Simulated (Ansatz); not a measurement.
# Counterpoise correction, worked out

The pair of Cl⁻ (SMILES [Cl-], atom 1) and CH₃Cl (SMILES CCl, atoms 2–6), both closed shells, in one local arrangement (a lower one may exist), relaxed at PBE0-D4/def2-TZVPD:

```
6
angstrom
Cl 0.0987 0.7700 -2.6302
C -0.0142 -0.1104 0.3770
Cl -0.0795 -0.6197 2.1167
H 0.9092 0.4314 0.2099
H -0.8666 0.5261 0.1710
H -0.0478 -0.9974 -0.2444
```

Program: Ansatz 0.2.0. Basis: def2-TZVPPD. Cores are frozen in the correlated methods.

CCSD(T) total energies in eV:

| system | geometry | basis functions | energy |
| --- | --- | --- | --- |
| pair | pair | all | -26105.90031 |
| Cl⁻ | as in the pair | all (partner as ghosts) | -12511.63708 |
| CH₃Cl | as in the pair | all (partner as ghosts) | -13593.82701 |
| Cl⁻ | as in the pair | its own | -12511.60949 |
| CH₃Cl | as in the pair | its own | -13593.81992 |
| Cl⁻ | free (PBE0-D4 minimum) | its own | -12511.60949 |
| CH₃Cl | free (PBE0-D4 minimum) | its own | -13593.82587 |

(1) Work out the interaction energy with and without the counterpoise correction, the superposition error, and the binding energy from the relaxed fragments.

The T1 diagnostic stays at or below 0.009.

Results:

(1) Without correction: -26105.90031 − (-12511.60949) − (-13593.81992) = -0.47090 eV.
With correction (each fragment in the whole basis): -26105.90031 − (-12511.63708) − (-13593.82701) = -0.43622 eV = -10.06 kcal/mol.
The superposition error is the difference, 0.03468 eV, 7 % of the uncorrected value: each fragment borrows its partner's functions.
Deformation from the free shapes: 0.00000 eV for Cl⁻ and 0.00595 eV for CH₃Cl.
Binding energy from relaxed fragments: -0.43622 + 0.00000 + 0.00595 = -0.43027 eV = -9.92 kcal/mol (electronic, without zero-point energy; negative means bound). For comparison, the corrected interaction energy by CCSD(T) at an estimated basis limit (MP2 extrapolated from triple and quadruple zeta, plus CCSD(T) − MP2 in triple zeta) is -0.472 eV; triple zeta with the correction binds less.

For scale, one of the runs: CCSD(T)/def2-TZVPPD, 190 basis functions, launched by `ansatz run in.yaml --threads 2 --pin off --events-out ev --progress --plain --max-ram 5222MiB`. The run took 18 s on 2 CPU threads of an Arm Neoverse V2 (shared host), with 1.3 GiB of host memory at its peak.
